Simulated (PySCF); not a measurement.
Cl₃Ti (SMILES [Cl][Ti]([Cl])[Cl]), doublet, at a GFN2-xTB geometry (such geometries of metal compounds can be far from the true shape) (the multiplicity is a formal guess), with bond 2-1 at 1.6 times its length.

PySCF was given this input:
```python
from pyscf import gto, scf, dft

mol = gto.Mole()
mol.atom = '''
    Ti    0.06577126    0.26048010    0.18019975
    Cl    3.12992790   -0.68120929   -0.90695959
    Cl   -0.84309989   -1.04801793    1.57212998
    Cl   -1.22288502    1.03900181   -1.30605481
'''
mol.basis = 'sto-3g'
mol.spin = 1
mol.verbose = 4
mol.build()

mf = dft.UKS(mol)
mf.xc = 'b3lyp'
mf.kernel()
```

### Question
Predict the Mulliken (on the basis functions themselves) charges in atom order from B3LYP/STO-3G (PySCF).

### Answer
Ti1 0.75, Cl2 -0.40, Cl3 -0.17, Cl4 -0.17

### Question
Predict the dipole moment from B3LYP/STO-3G.

### Answer
5.05 D

### Question
What is the computed <S^2> (B3LYP/STO-3G)?

### Answer
0.800

These values belong to the state on which the SCF converged, which isn't shown to be the lowest.
